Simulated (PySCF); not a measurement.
# ²⁹Si chemical shifts

[PySCF 2.14: GFN2-xTB structure; shielding tensors at PBE0/pcSseg-1 (GIAO); non-relativistic; in vacuum; one conformer; rapidly exchanging positions averaged]

Shieldings were converted by a linear fit to measured shifts: ²⁹Si (scatter 8.9 ppm rms, 25.8 ppm with the 6 outliers that the fit left out vs TMS, solution or neat liquid). Occasional misses reach two or three times the rms, and more in compound classes unlike the fitted ones.

**Question.** Give the ²⁹Si shifts of `CO[Si@@H]1CC[C@H](C#N)[SiH2]O1`, `[SiH3]S[Si@H](Cl)[SiH]1CC=CC1`, `CN[Si@H](O[SiH3])c1ccco1`, `O=CC(=O)[Si@@H](F)[SiH2]O`, `O[Si@H]1NCC[SiH2]N[SiH2]N1`, `C#C[SiH2]N(C)[SiH]1OCCO1`, `C[Si@H]1[Si@@H](Cl)[Si@H](O)[Si@@H]1Cl`.

**Answer.** 
```tsv
compound	environment	δ (ppm)
[CH3:1][O:2][Si@@H:3]1[CH2:4][CH2:5][C@H:6]([C:7]#[N:8])[SiH2:9][O:10]1	Si9: silicon bonded to C, O, 2 H, in a 6-membered ring	-26.1
[CH3:1][O:2][Si@@H:3]1[CH2:4][CH2:5][C@H:6]([C:7]#[N:8])[SiH2:9][O:10]1	Si3: silicon bonded to C, 2 O, H, in a 6-membered ring	-31.0
[SiH3:1][S:2][Si@H:3]([Cl:4])[SiH:5]1[CH2:6][CH:7]=[CH:8][CH2:9]1	Si3: silicon bonded to Cl, S, Si, H	1.9
[SiH3:1][S:2][Si@H:3]([Cl:4])[SiH:5]1[CH2:6][CH:7]=[CH:8][CH2:9]1	Si5: silicon bonded to 2 C, Si, H, in a 5-membered ring	-30.5
[SiH3:1][S:2][Si@H:3]([Cl:4])[SiH:5]1[CH2:6][CH:7]=[CH:8][CH2:9]1	Si1: silicon bonded to S, 3 H	-55.6
[CH3:1][NH:2][Si@H:3]([O:4][SiH3:5])[c:6]1[cH:7][cH:8][cH:9][o:10]1	Si3: silicon bonded to C, N, O, H	-43.1
[CH3:1][NH:2][Si@H:3]([O:4][SiH3:5])[c:6]1[cH:7][cH:8][cH:9][o:10]1	Si5: silicon bonded to O, 3 H	-45.7
[O:1]=[CH:2][C:3](=[O:4])[Si@@H:5]([F:6])[SiH2:7][OH:8]	Si5: silicon bonded to C, F, Si, H	13.0
[O:1]=[CH:2][C:3](=[O:4])[Si@@H:5]([F:6])[SiH2:7][OH:8]	Si7: silicon bonded to O, Si, 2 H	-41.8
[OH:1][Si@H:2]1[NH:3][CH2:4][CH2:5][SiH2:6][NH:7][SiH2:8][NH:9]1	Si6: silicon bonded to C, N, 2 H, in a 8-membered ring	-34.4
[OH:1][Si@H:2]1[NH:3][CH2:4][CH2:5][SiH2:6][NH:7][SiH2:8][NH:9]1	Si2: silicon bonded to 2 N, O, H, in a 8-membered ring	-36.5
[OH:1][Si@H:2]1[NH:3][CH2:4][CH2:5][SiH2:6][NH:7][SiH2:8][NH:9]1	Si8: silicon bonded to 2 N, 2 H, in a 8-membered ring	-41.0
[CH:1]#[C:2][SiH2:3][N:4]([CH3:5])[SiH:6]1[O:7][CH2:8][CH2:9][O:10]1	Si6: silicon bonded to N, 2 O, H, in a 5-membered ring	-17.7
[CH:1]#[C:2][SiH2:3][N:4]([CH3:5])[SiH:6]1[O:7][CH2:8][CH2:9][O:10]1	Si3: silicon bonded to C, N, 2 H	-52.8
[CH3:1][Si@H:2]1[Si@@H:3]([Cl:4])[Si@H:5]([OH:6])[Si@@H:7]1[Cl:8]	Si5: silicon bonded to O, 2 Si, H, in a 4-membered ring	6.0
[CH3:1][Si@H:2]1[Si@@H:3]([Cl:4])[Si@H:5]([OH:6])[Si@@H:7]1[Cl:8]	Si3: silicon bonded to Cl, 2 Si, H, in a 4-membered ring	-4.6
[CH3:1][Si@H:2]1[Si@@H:3]([Cl:4])[Si@H:5]([OH:6])[Si@@H:7]1[Cl:8]	Si7: silicon bonded to Cl, 2 Si, H, in a 4-membered ring	-7.9
[CH3:1][Si@H:2]1[Si@@H:3]([Cl:4])[Si@H:5]([OH:6])[Si@@H:7]1[Cl:8]	Si2: silicon bonded to C, 2 Si, H, in a 4-membered ring	-37.6
```
